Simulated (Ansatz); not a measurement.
CH3F3Si (`FC[SiH](F)F`). Total charge 0; spin multiplicity 1.

```xyz
8

F    -0.790    1.360   -1.132
C    -0.475    0.034   -0.859
Si    0.468   -0.058    0.759
F     0.925   -1.567    0.954
F    -0.496    0.313    1.961
H     0.124   -0.359   -1.688
H    -1.404   -0.545   -0.814
H     1.649    0.821    0.818
```

List the harmonic frequencies (cm⁻¹, unscaled) at PBE0-D4/def2-TZVP in Ansatz. (Estimate.)

Ansatz gave: 71, 139, 263, 285, 360, 683, 761, 816, 855, 907, 971, 1076, 1243, 1325, 1457, 2296, 3045, 3099.

Is this a minimum?

Yes, all 18 modes are real.

Give the ideal-gas thermochemistry at 298.15 K and 1 bar (rigid rotor, harmonic oscillator; point group C1, symmetry number 1).

Zero-point energy 117.6 kJ/mol; H(298) − E = 135.9 kJ/mol; entropy 330.0 J/(mol·K), of which translation 166.3, rotation 111.3, vibration 52.4; G(298) − E = 37.5 kJ/mol. Modes under 100 cm⁻¹ are hindered rotations or soft bends, so the harmonic entropy is rough.

And at 400, 500, 600, 800 and 1000 K?


```csv
T (K),H − E (kJ/mol),S (J/mol/K),G − E (kJ/mol)
400,145.8,358.4,2.4
500,156.9,383.3,-34.7
600,169.2,405.6,-74.2
800,196.3,444.4,-159.3
1000,225.7,477.2,-251.5
```

Rotational constants (cm⁻¹)?

0.2158, 0.08843, 0.06902.
